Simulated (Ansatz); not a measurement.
Born–Oppenheimer molecular dynamics of ClH4NO2Zr (9 atoms, charge 0, multiplicity 1). It starts from a relaxed structure.

Theory: RKS PBE-D4/def2-SVP in Ansatz 0.2.0.

* ensemble: NVT, Langevin thermostat
* time step: 0.5 fs
* steps asked: 166
* set temperature: 500 K
* friction: 0.005 /fs
* seed: 82724

First frame:

```xyz
9
Properties=species:S:1:pos:R:3
Zr -0.043 -0.054 0.088
Cl 0.084 0.242 2.468
N 1.834 -0.017 -0.696
H 2.453 -0.827 -0.812
H 2.328 0.817 -1.034
O -0.987 1.449 -0.659
H -1.652 2.085 -0.957
O -0.760 -1.807 -0.259
H -1.318 -2.586 -0.387
```

(1) How far do the bonds stretch over the last three quarters of this one trajectory? (Pairs bonded in most of those frames.)

Answers

(1) 
| bond | mean (Å) | spread (Å) | shortest | longest |
| --- | --- | --- | --- | --- |
| Zr1–Cl2 | 2.399 | 0.033 | 2.35 | 2.44 |
| Zr1–N3 | 2.029 | 0.016 | 2.01 | 2.08 |
| Zr1–O6 | 1.954 | 0.028 | 1.92 | 2.00 |
| Zr1–O8 | 1.945 | 0.023 | 1.91 | 1.98 |
| N3–H4 | 1.029 | 0.013 | 1.00 | 1.05 |
| N3–H5 | 1.028 | 0.015 | 1.00 | 1.06 |
| O6–H7 | 0.972 | 0.013 | 0.95 | 1.00 |
| O8–H9 | 0.974 | 0.031 | 0.92 | 1.03 |

Mean temperature of the second half: 267 K. The mean temperature of the second half is 47 % below the set value. A run of 0.083 ps of so small a system gives no equilibrium averages.

Run time: 3.5 min on 4 threads of Arm Neoverse V1, on a shared host, peak memory 0.17 GiB.
